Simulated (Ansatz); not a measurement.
`F[SiH]([GaH2])[SeH]` + NH₃ → `[NH2][GaH2]` + `F[SiH2][SeH]` at 600 K and 1 bar (cleavage of the Ga–Si bond).

Gas-phase electronic energies from Ansatz, PBE0-D4/def2-TZVP geometries. CCSD(T)/CBS is the MP2 limit (def2-TZVPP, def2-QZVPP) plus CCSD(T) − MP2 in def2-TZVPP, frozen cores. This one scheme is used for every species. For Ga, Se outer-core shells are correlated without core-valence functions, which leaves a few kJ/mol of doubt a bond. Scalar relativity is left out up to krypton. One conformer a species, not always the lowest.

| species | CCSD(T)/CBS energy (Eh) | H − E (kJ/mol) | S (J/(mol·K)) |
| --- | --- | --- | --- |
| `F[SiH]([GaH2])[SeH]` | -4715.99501 | 150.6 | 470.1 |
| NH₃ | -56.50880 | 112.4 | 219.5 |
| `[NH2][GaH2]` | -1981.05479 | 138.9 | 317.7 |
| `F[SiH2][SeH]` | -2791.46485 | 115.9 | 365.3 |

H − E and S are ideal-gas, rigid-rotor, harmonic terms from PBE0-D4/def2-TZVP, for one conformer and one mirror image of each species. 1 Eh = 2625.50 kJ/mol, R = 8.31446 J/(mol·K).

Problem. By hand: ΔE, ΔH, ΔS and ΔG.

Solution. ΔE = (-1981.05479) + (-2791.46485) − (-4715.99501) − (-56.50880) = -0.01583 Eh = -41.6 kJ/mol. Δ(H − E) = 138.9 + 115.9 − 150.6 − 112.4 = -8.2, so ΔH = -49.8 kJ/mol. ΔS = 317.7 + 365.3 − 470.1 − 219.5 = -6.6 J/(mol·K). ΔG = -49.8 − 600 × (-6.6)/1000 = -45.8 kJ/mol.

Problem. By hand: the equilibrium constant, and the temperature at which ΔG would vanish if ΔH and ΔS stayed fixed.

Solution. log₁₀ K = −ΔG/(RT ln 10) = 4.0. ΔG = 0 at ΔH/ΔS = 7545 K, far beyond where these terms or the molecules hold.

The number of gas molecules stays the same, so ΔS is small and ΔH decides. A doubt of 5 kJ/mol in ΔE shifts log₁₀ K by 0.4 here. Other conformers and mirror images would add mixing entropy, several J/(mol·K) or more a flexible species. Modes under 60 cm⁻¹, often nearly free rotors, make the harmonic entropy too high. These are equilibria of isolated gas molecules and say nothing of rates. Largest T1 diagnostic: 0.014 (customary marks: 0.02 for closed shells, 0.045 for open ones).
